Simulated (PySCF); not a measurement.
**L and K shells in `C=C[C@@H]1C[C@@]1(C)C(=O)Cl`**

Compound: C7H9ClO.
SMILES with atom numbers: `[CH2:1]=[CH:2][C@@H:3]1[CH2:4][C@@:5]1([CH3:6])[C:7](=[O:8])[Cl:9]`

The calculation used delta-SCF UKS SCAN, pcX-2 on the ionised atom, pcseg-1 elsewhere, spin-free X2C in PySCF 2.14.0. These are vertical core ionisation energies against the vacuum level, from separate self-consistent calculations with and without the core hole. Spin–orbit and ligand-field terms were added within each 2p shell after the spin-free SCF. The splitting includes the ligand field, and 2p3/2 is the mean of two sublevels.

When a 2p electron fills a 1s hole, the emitted photon carries the energy difference of the two hole states (Kα1 from 2p3/2, Kα2 from 2p1/2), here at the ground state's geometry.

```
atom  Kα1 (eV)  Kα2 (eV)  2p3/2 binding energy (eV)
 Cl9   2622.58   2620.93                     205.81
```

Task: What are the 1s and 2p1/2 binding energies?

Result: 1s = Kα1 + 2p3/2, and 2p1/2 = 1s − Kα2:

```json
{"atom": "Cl9", "environment": "chlorine bonded to C", "1s (eV)": "2828.39", "2p1/2 (eV)": "207.46"}
```

Task: And the 1s levels of the other atoms?

Result: C1 (terminal =CH2 carbon) 290.25 eV; C2 (alkene CH carbon) 290.91 eV; C4 (three-membered-ring carbon) 291.04 eV; C6 (methyl carbon) 291.09 eV; C3 (allylic carbon) 291.23 eV; C5 (sp3 carbon next to a carbonyl) 291.47 eV; C7 (acyl halide carbon) 294.22 eV; O8 (carbonyl oxygen) 537.99 eV.

Spin contamination (⟨S²⟩ against 0.75 for a pure doublet) is marked for C 1s of C7 (0.90), which makes this value less certain. Geometry: PBE0-D3(BJ)/def2-SVP, one conformer, isolated molecule.

Hardware: Arm Neoverse N1, one thread, shared host with 48 logical CPUs at a one-minute load of 23. Cost: 5.5 min, 0.60 GiB resident at most.

Conformer computed: `[CH2:1]=[CH:2][C@@H:3]1[CH2:4][C@@:5]1([CH3:6])[C:7](=[O:8])[Cl:9]`: C1–C2–C3–C4 -156°, C4–C5–C7–O8 25°.
